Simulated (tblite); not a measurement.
Species: CH6B3F2N3O.
Numbering: `[F:1][CH:2]([F:3])[O:4][B:5]1[NH:6][BH:7][NH:8][BH:9][NH:10]1` (hydrogens: H11 on C2; H12 on N6; H13 on B7; H14 on N8; H15 on B9; H16 on N10)

Computed with GFN2-xTB (tblite), gas phase: nudged elastic band of 9 images (0 to 8), spring 0.2 eV/Å², climbing image at the end, force threshold 0.05 eV/Å. No saddle search or frequency run followed, so the top image need not be a first-order saddle, and its height can exceed the method's true barrier by a kcal/mol or more.

The band describes a rotation about C2–O4 (CHF2 carbon, boron-bound oxygen), followed by the dihedral F3–C2–O4–B5, from the optimised start (175°) to a second optimised geometry at -61°.

Problem. How does the energy change from image to image?

Solution. 
```
image  dihedral (°)  E (kJ/mol)  C2–O4 (Å)  F3···B5 (Å)  largest true force (eV/Å)
    0           175        0.00      1.326         3.53                       0.01
    1          -171        0.93      1.326         3.52                       0.05
    2          -157        2.74      1.325         3.50                       0.04
    3          -142        4.67      1.325         3.45                       0.04
    4          -126        5.89      1.325         3.38                       0.04
    5          -110        5.74      1.325         3.28                       0.04
    6           -94        4.35      1.325         3.17                       0.04
    7           -78        2.34      1.326         3.04                       0.04
    8           -61        0.04      1.326         2.92                       0.01
```

Barriers of this band. The top is image 4 at -126°: 5.9 kJ/mol in either direction, as the ends lie within 0.002 eV of each other. The central bond is 0.001 Å shorter at the top than at the start.

Problem. What rate follows at 298 K for crossing this barrier forward?

Solution. Taking the electronic barrier for the free energy of activation (no zero-point or entropy terms, transmission 1), rate = (kT/h)·exp(−ΔE/kT) ≈ 6 × 10^11 s⁻¹, whose inverse is 2 × 10^-12 s. An error of 1 kcal/mol in the barrier changes this by a factor of 5, and the method and the loose band can each miss by that much or more. The barrier is only 2.4 kT, where transition-state theory is rough.

Problem. How long is the path, and how are the images spaced?

Solution. Cartesian distances between aligned neighbours (all atoms, Å): 0.50, 0.51, 0.51, 0.52, 0.51, 0.51, 0.54, 0.80; the sum is 4.41 Å, and the top lies 46 % of the way along.

The cost below is that of the whole band run. On Intel Xeon Platinum 8488C, one thread (shared host), this took 2.7 s and 0.19 GiB of memory at its peak.
